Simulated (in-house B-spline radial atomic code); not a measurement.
Computed with a B-spline radial atomic code. Model: two electrons, singlet ground state, non-relativistic, full CI in B-splines with partial waves to l = 8 (at full coupling up to 3e-4 hartree above the limit, correlation up to 0.6 % small), density held at that of full coupling by Lieb maximisation.

W(λ) is the mean repulsion in the state of coupling λ less the Hartree energy of the fixed density. Its start is exact exchange, its initial slope is twice the second-order Görling-Levy correlation energy, and its area from 0 to 1 is E_xc. A straight curve means weak, dynamic correlation, and a curve that drops fast and flattens means strong correlation.

Command:
```bash
python run_ac.py task.json out
```
Settings (lengths in bohr, energies in hartree):
```
potential              coulomb
strength               2.95
lmax                   8
```

Cost of the run: 8 s on 1 thread of Intel(R) Xeon(R) Processor @ 2.30GHz, with other jobs on the host.

**W = mean repulsion less Hartree energy, and W of three functionals.**

Given: confinement point charge; nuclear charge 2.95; external potential -Z/r.

Computed: LDA exchange minus exact 226.39 millihartree; PBE exchange minus exact 24.811 millihartree.

```tsv
coupling	W xc (hartree)	W xc minus exchange (millihartree)	kinetic minus Kohn-Sham (millihartree)	LDA (PW92) W minus its exchange (millihartree)	PBE W minus its exchange (millihartree)	SCAN W minus its exchange (millihartree)
0	-1.6197	0	0	0	0	0
0.02	-1.6216	-1.891	0	-12.97	-1.82	-1.83
0.05	-1.6244	-4.706	0.1	-26.92	-4.59	-4.53
0.12	-1.6309	-11.182	0.7	-52.43	-11.07	-10.67
0.25	?	?	?	?	?	?
0.4	-1.6556	-35.867	7	-122.76	-36.58	-33.58
0.6	-1.6721	-52.387	15.3	-160.06	-53.98	-48.67
0.8	?	?	?	?	?	?
1	-1.7027	-82.941	39.6	-219.55	-86.48	-76.33
1.4	-1.7303	-110.56	72.7	-266.99	-116.04	-101.22
2	-1.767	-147.32	134.9	-324.55	-155.56	-134.38
3	-1.8183	-198.58	262.1	-398.4	-211.13	-181.04
4.5	-1.878	-258.24	483.7	-479.47	-277.07	-236.6
7	-1.948	-328.26	880.3	-572.71	-357.58	-304.34
10	-2.004	-384.25	1350.6	-648.75	-425.91	-360.86
```

(1) What belongs in the row 0.25?

(2) What belongs in the row 0.8?

(3) What is the SCAN exchange minus exact?

**Energy parts, natural occupations and partial-wave weights.**

Computed: total energy -7.0135 hartree; correlation energy -0.043317 hartree; kinetic part of the DFT correlation energy 0.039624 hartree; kinetic part over minus potential part 0.47773; Hartree energy 3.2395 hartree; Kohn-Sham kinetic 6.9736 hartree; Lieb Oxford ratio E_xc over LDA exchange 1.1936.

```csv
natural,occupation of the shell (electrons)
s,1.9932
p,0.0035496
s,0.0028263
d,0.00016932
p,?
s,5.5886e-05
```

(4) What belongs in the row p?

```
wave      weight
   s     0.99804
   p           ?
   d  9.4929e-05
   f  1.3452e-05
   g  3.1379e-06
```

(5) What belongs in the row p?

(6) What is the initial slope twice GL2?

(7) What is the exchange energy?

## Answers

(1) W xc (hartree): -1.6426; W xc minus exchange (millihartree): -22.88; kinetic minus Kohn-Sham (millihartree): 2.8; LDA (PW92) W minus its exchange (millihartree): -88.98; PBE W minus its exchange (millihartree): -23.05; SCAN W minus its exchange (millihartree): -21.6.

(2) W xc (hartree): -1.6878; W xc minus exchange (millihartree): -68.058; kinetic minus Kohn-Sham (millihartree): 26.2; LDA (PW92) W minus its exchange (millihartree): -191.75; PBE W minus its exchange (millihartree): -70.62; SCAN W minus its exchange (millihartree): -62.89.

(3) -4.6206 millihartree.

(4) occupation of the shell (electrons): 0.00012419.

(5) weight: 0.001843.

(6) -0.094809 hartree.

(7) -1.6197 hartree.

Half-way to full coupling W has made 53 % of its drop, against 50 % for a straight line, and second-order (GL2) theory, half the initial slope, overshoots the correlation energy by about 9 %: a moderate bend, as in light atoms. Over couplings 0 to 1 the errors in E_xc come to about +136 millihartree for LDA, +23 millihartree for PBE, -1.5 millihartree for SCAN, so SCAN is nearest. In LDA and PBE and SCAN the errors of exchange and correlation have opposite signs, so the sum is smaller than the larger of the two.
